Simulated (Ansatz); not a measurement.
Geometry optimisation, Ansatz 0.2.0, RKS PBE-D4/def2-SVP.

The input (input.yaml):

```yaml
crystal:
  periodic: [false, false, false]
  atoms:
    - { symbol: Zr, position_ang: [0.0, 0.0, 0.0] }
    - { symbol: F, position_ang: [0.0, 0.0, 1.98] }
    - { symbol: O, position_ang: [1.952, 0.0, -0.6893] }
    - { symbol: H, position_ang: [2.2684, -0.9521, -0.806] }
    - { symbol: F, position_ang: [-0.9326, 1.6157, -0.6593] }
    - { symbol: F, position_ang: [-0.9326, -1.6157, -0.6593] }
basis:
  gaussian: { orbitals: def2-SVP }
hamiltonian:
  xc: pbe
  dispersion: d4
relax:
  f_tol: 0.02
  max_steps: 40
```

Command:

```bash
$ ansatz run input.yaml --threads 1 --pin off --max-ram 2048MiB --backend cpu --events-out ev --progress --plain --runs-dir out
```

Task: Where does it end, and by what steps?

Result: It converged. After 8 steps the energy has fallen by 0.510 eV; H4 moved furthest, 0.58 Å.

```tsv
step	energy less start (eV)	largest force component (eV/Å)	accepted
0	0.0000	1.908	yes
1	-0.3551	1.144	yes
2	-0.4029	0.465	yes
3	-0.4347	0.415	yes
4	-0.4520	1.177	yes
5	-0.4583	0.535	yes
6	-0.5066	0.215	yes
7	-0.5094	0.039	yes
8	-0.5095	0.001	yes
```

```xyz
6
Properties=species:S:1:pos:R:3
Zr -0.050 -0.088 0.017
F -0.054 0.000 1.933
O 1.734 -0.369 -0.613
H 2.634 -0.515 -0.931
F -0.737 1.556 -0.691
F -1.172 -1.536 -0.550
```

Whether the end is a true minimum wasn't checked by a vibrational analysis.

Time of the run: 52 s on 1 thread of Arm Neoverse N1, on a shared host, peak memory 0.13 GiB.
